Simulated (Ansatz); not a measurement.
`[CH3][Ge]([NH2])([NH2])[NH2]`. Total charge 0; spin multiplicity 1. The geometry is a stationary point of PBE0-D4/def2-TZVP. It is one conformer, not always the lowest.

```xyz
14

C     0.840   -0.034    1.577
Ge   -0.032   -0.012   -0.163
N    -1.315   -1.329   -0.126
N    -0.822    1.556   -0.712
N     1.242   -0.245   -1.459
H     1.280   -1.015    1.769
H     1.633    0.715    1.602
H     0.125    0.186    2.372
H    -1.758   -1.481    0.769
H    -2.024   -1.265   -0.843
H    -0.184    2.331   -0.833
H    -1.609    1.859   -0.157
H     1.749   -1.117   -1.399
H     0.876   -0.149   -2.397
```

Task: What is the dipole moment at PBE/def2-TZVPP? (An estimate is asked.)

Result: Ansatz gave: 1.25 D, with components (-0.77, 0.26, 0.95) D in this frame, pointing from negative to positive charge.

Task: And with r2SCAN, B3LYP, ωB97M-V? (Estimate.)

Result: Computed: r2SCAN 1.30 D, B3LYP 1.32 D, ωB97M-V 1.35 D.

Task: Give the Mulliken charges with PBE, r2SCAN, B3LYP in def2-TZVPP. (Best estimate.)

Result: Ansatz gave: 
| atom | PBE | r2SCAN | B3LYP |
| --- | --- | --- | --- |
| C1 | -0.36 | -0.28 | -0.37 |
| Ge2 | 0.45 | 0.58 | 0.57 |
| N3 | -0.39 | -0.45 | -0.40 |
| N4 | -0.40 | -0.45 | -0.41 |
| N5 | -0.39 | -0.44 | -0.40 |
| H6 | 0.10 | 0.08 | 0.10 |
| H7 | 0.11 | 0.08 | 0.11 |
| H8 | 0.09 | 0.07 | 0.09 |
| H9 | 0.13 | 0.13 | 0.12 |
| H10 | 0.14 | 0.14 | 0.12 |
| H11 | 0.14 | 0.14 | 0.13 |
| H12 | 0.13 | 0.13 | 0.11 |
| H13 | 0.13 | 0.13 | 0.12 |
| H14 | 0.14 | 0.14 | 0.12 |

B3LYP here is the variant with VWN-RPA as its local correlation; programs differ in this.
